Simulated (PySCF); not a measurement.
Below is a simulated gas-phase C 1s photoelectron spectrum of BH2(iPr), `[H]B([H])C(C)C`.

Every computed line was given a Gaussian of 0.8 eV full width at half maximum and an area set by the number of equivalent atoms; the highest printed point is 100. Theory: delta-SCF UKS SCAN, pcX-2 on the ionised atom, pcseg-1 elsewhere, spin-free X2C in PySCF.

(binding energy (eV), intensity): (289.2, 0), (289.3, 0), (289.4, 1), (289.5, 2), (289.6, 3), (289.7, 7), (289.8, 13), (289.9, 22), (290.0, 35), (290.1, 50), (290.2, 67), (290.3, 83), (290.4, 95), (290.5, 100), (290.6, 97), (290.7, 87), (290.8, 71), (290.9, 54), (291.0, 38), (291.1, 24), (291.2, 14), (291.3, 8), (291.4, 4), (291.5, 2), (291.6, 1), (291.7, 0)

Problem. How many maxima does the curve show, and how many computed lines lie under it?

Solution. The curve has 1 maximum (at 290.5 eV). Under it lie 2 lines from 2 inequivalent carbon sites. At this width some lines have no maximum of their own.

Problem. Decompose the envelope and assign each component. Bonds: B1–C4, C4–C5, C4–C6. Hydrogens: H2, H3 on B1; H7 on C4; H8, H9, H10 on C5; H11, H12, H13 on C6.

Solution. 
| position (eV) | relative area | line | atoms | environment |
| --- | --- | --- | --- | --- |
| 290.39 | 1 | C 1s | C4 | carbon bonded to B, 2 C and H |
| 290.57 | 2 | C 1s | C5/C6 | carbon bonded to C and 3 H |

The 2 C 1s values lie within 0.18 eV of each other; Gaussian lines of 0.5 eV full width would blend them into one maximum.

Shake-up satellites, vibrational structure and lifetime widths aren't simulated. Atoms equivalent by their bonding share one computed value, that of the first of them. One conformer (not necessarily the lowest) at the PBE0-D3(BJ)/def2-SVP geometry, without solvent, vibrations or thermal averaging.
